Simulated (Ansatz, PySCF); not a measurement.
Molecule: sum formula InOH, charge 1, multiplicity 2. 
Geometry from a B3LYP-D3(BJ)/def2-TZVP (Ansatz, a first-principles code) optimisation:
```
O
H 1 0.9777
In 1 2.0642 2 115.49
```
Charge +1, spin multiplicity 2.

Total electronic energies in hartree. Valence correlation only, unless marked. UHF or UKS for open shells. No spin-orbit coupling. The frozen core is the preceding noble-gas configuration, with the filled d and f shells of earlier blocks. Past Kr the def2 sets carry scalar-relativistic core potentials. STO-3G rows are all-electron and non-relativistic. CBS(X,Y): correlation extrapolated as X^-3; Hartree-Fock from the larger set.

The UHF reference is spin-contaminated (<S^2> 0.10 over the pure value in the largest basis). The T1 diagnostic of CCSD in the largest basis is 0.068, which is high, so the coupled-cluster rows are less sure than usual.

```json
[
 {"level": "HF/def2-SVPD", "program": "Ansatz", "energy (Eh)": "-264.34105"},
 {"level": "PBE0/def2-SVP", "program": "Ansatz", "energy (Eh)": "-265.51999"},
 {"level": "PBE0-D4/def2-TZVP", "program": "Ansatz + dftd4", "energy (Eh)": "-265.62281"},
 {"level": "TPSSh-D4/def2-TZVPD", "program": "PySCF + dftd4", "energy (Eh)": "-265.63590"},
 {"level": "HSE06-D3(BJ)/def2-TZVPD", "program": "Ansatz + dftd3", "energy (Eh)": "-265.61987"},
 {"level": "LC-wPBE-D4/def2-TZVPD", "program": "Ansatz + dftd4", "energy (Eh)": "-265.67461"},
 {"level": "B2PLYP-D3(BJ)/def2-TZVPD", "program": "Ansatz + dftd3", "energy (Eh)": "-265.37647"},
 {"level": "CCSD(T)/STO-3G", "program": "Ansatz", "energy (Eh)": "-5757.20346"},
 {"level": "CCSD(T)/CBS(def2-TZVPPD,def2-QZVPPD)", "program": "Ansatz", "energy (Eh)": "-264.7582"}
]
```

Totals of different functionals don't rank their quality; only differences between species are comparable.
